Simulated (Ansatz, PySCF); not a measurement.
This PySCF input computes a PBE/def2-TZVPD energy:

```python
from pyscf import gto, scf, dft

mol = gto.M(
    atom='''
    O     1.16286152   -0.20239142   -0.09139627
    Si   -0.46776482    0.06932882    0.03513133
    H    -1.07060418   -0.61167173    1.20401702
    H    -1.20301448   -0.28673947   -1.20022050
    H    -0.48056609    1.54693909    0.23553510
    ''',
    basis='def2-tzvpd',
    charge=0,
    spin=1,
    verbose=4,
)

mf = dft.UKS(mol, xc='pbe').density_fit(auxbasis='def2-universal-jkfit')
mf.grids.level = 3
mf.conv_tol = 1e-9
mf.max_cycle = 100
mf.max_memory = 1500
mf.kernel()
if not mf.converged:
    mf = mf.newton()
    mf.kernel(mf.make_rdm1())
for _ in range(2):
    mo, _, stable, _ = mf.stability(return_status=True)
    if stable:
        break
    mf.kernel(mf.make_rdm1(mo, mf.mo_occ))
mf.analyze()
```

**Question.** Write an input for the same energy in Ansatz (a quantum-chemistry and plane-wave program) and say what it gives.

**Answer.** 
Ansatz 0.2 input:
```yaml
crystal:
  periodic: [false, false, false]
  atoms:
    - {symbol: O, position_ang: [1.16286152, -0.20239142, -0.09139627]}
    - {symbol: Si, position_ang: [-0.46776482, 0.06932882, 0.03513133]}
    - {symbol: H, position_ang: [-1.07060418, -0.61167173, 1.20401702]}
    - {symbol: H, position_ang: [-1.20301448, -0.28673947, -1.20022050]}
    - {symbol: H, position_ang: [-0.48056609, 1.54693909, 0.23553510]}
basis:
  gaussian:
    orbitals: def2-TZVPD
hamiltonian:
  xc: {name: PBE}
magnetization: {spin_polarized: true, initial_magnetization: 1}
output: {forces: true}
```
It gives -366.26733 Eh, and PySCF -366.26738 Eh, a difference of 0.05 mEh, from the treatment of integrals and grids.

It need not be the lowest isomer of its formula.
